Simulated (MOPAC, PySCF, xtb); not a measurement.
Ligand exchange on a metal centre used in film growth or etching (Ti Cl-OH). Isolated molecules, 0 K electronic values unless said otherwise. One relaxed conformer stands for each flexible species; it need not be the lowest.

Quantity: redistribution energy (mixed species minus the weighted end members), in kcal/mol. Semi-empirical values (MOPAC) are differences of heats of formation.

Level 1: frozen-core MP2/6-31G* (LANL2DZ on Ti) // BP86-D3(BJ)/def2-SVP (PySCF)
Level 2: HF/3-21G // BP86-D3(BJ)/def2-SVP (PySCF)
Level 3: GFN2-xTB (xtb)
Level 4: PM6 // BP86-D3(BJ)/def2-SVP (MOPAC)

| species | level 2 | level 3 | level 4 |
|---|---|---|---|
| 1 of 4 Cl replaced by OH: [Ti(Cl)3(OH)] | -15.8 | -8.87 | -18.1 |
| 2 of 4 Cl replaced by OH: [Ti(Cl)2(OH)2] | -20.8 | -12.0 | -22.5 |
| 3 of 4 Cl replaced by OH: [Ti(Cl)(OH)3] | -14.0 | -8.49 | -8.47 |

What does level 1 give for each?


- 1 of 4 Cl replaced by OH: [Ti(Cl)3(OH)]: -2.77
- 2 of 4 Cl replaced by OH: [Ti(Cl)2(OH)2]: -4.00
- 3 of 4 Cl replaced by OH: [Ti(Cl)(OH)3]: -4.28
